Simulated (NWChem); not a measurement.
# Correlation energy of F3S (+1)

```
S
F 1 1.5312
F 1 1.5312 2 99.39
F 1 1.5312 2 99.39 3 101.24
```
Charge +1, spin multiplicity 1.

Everything below was run with NWChem. All single points use one geometry, from PBE0/def2-SVP, a minimum by its harmonic frequencies.

Basis set: cc-pVDZ. Each correlation energy counts from its own Hartree-Fock reference.

| method | correlation energy (mHa) | difference from CCSD(T) |
|---|---|---|
| RI-MP2 | -703.4 | +26.3 |
| MP2 | -703.2 | +26.5 |
| SCS-MP2 | -676.8 | +52.9 |
| CR-CCSD[T] | -727.6 | +2.1 |
| CR-CCSD(T) | -725.7 | +4.0 |
| CCSD | -712.1 | +17.6 |
| CCSD+T(CCSD) | -732.3 | -2.5 |
| CCSD(T) | -729.7 | 0.0 |

The values span 55.5 mHa, from CCSD+T(CCSD) (lowest) to SCS-MP2 (highest). 

The correlated methods keep 8 core orbitals frozen. The structure started from a generated list of species. Coupled-cluster values serve here as a point of comparison, not as the truth.
